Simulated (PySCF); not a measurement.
A structure optimised at PBE-D3(BJ)/def2-SVP, used in a PySCF frequency run:

```
Si
F 1 1.6529
H 1 1.5089 2 106.92
C 1 1.8814 3 109.56 2 -117.56
H 4 1.1085 1 111.15 3 179.49
H 4 1.1090 5 108.38 1 122.24
H 4 1.1102 5 108.13 6 116.81
Si 1 2.3543 3 110.99 2 118.61
H 8 1.5076 1 110.18 3 -59.01
H 8 1.5090 9 107.67 1 118.43
C 8 1.9001 9 110.23 10 119.88
H 11 1.1085 8 110.92 9 61.37
H 11 1.1086 12 108.07 8 121.51
H 11 1.1087 12 108.17 13 116.71
```
Charge 0, spin multiplicity 1.

Task: Write its SMILES and formula.

Result: C[SiH2][Si@H](C)F, C2H9FSi2

Task: What are its rotational constants (standard atomic weights)?

Result: 4.3967, 1.6838, 1.3479 GHz
